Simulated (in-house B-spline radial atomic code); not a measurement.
A fraction x of an electron is removed from 4d in Pd, starting from [Kr] 4d10 and keeping the highest spin. Computed with a B-spline radial code for spherical atoms: scalar-relativistic (X2C) AM05, spin-polarised, spherical fractional occupations, Fermi nucleus of rms radius 4.5318 fm.

| x | E(x) - E(0) (eV) | 4d down level (eV) |
| --- | --- | --- |
| 0 | 0.0000 | -4.021 |
| 0.02 | 0.0822 | -4.199 |
| 0.14 | 0.6514 | -5.295 |
| 0.27 | 1.4197 | -6.532 |
| 0.4 | 2.3518 | -7.815 |
| 0.5 | 3.1840 | -8.832 |
| 0.6 | 4.1191 | -9.874 |
| 0.74 | 5.6056 | -11.370 |
| 0.81 | 6.4282 | -12.135 |
| 0.94 | 8.0995 | -13.582 |
| 1 | 8.9348 | -14.262 |

The exact functional would give a straight line between the two integer points. Deviations E(x) - E(0) - x[E(1) - E(0)], in eV: -0.096 at x = 0.02, -0.599 at x = 0.14, -0.993 at x = 0.27, -1.222 at x = 0.4, -1.283 at x = 0.5, -1.242 at x = 0.6, -1.006 at x = 0.74, -0.809 at x = 0.81, -0.299 at x = 0.94.

The curve lies below the straight line by up to 1.283 eV (at x = 0.5): convex, the delocalisation error that favours fractional charges.

(1) How well does Slater's transition state (minus the level at half occupation) give the ionisation energy?

Results:

(1) It gives 8.832 eV against 8.935 eV from the two total energies; NIST lists 8.34 eV, ground level to ground level.
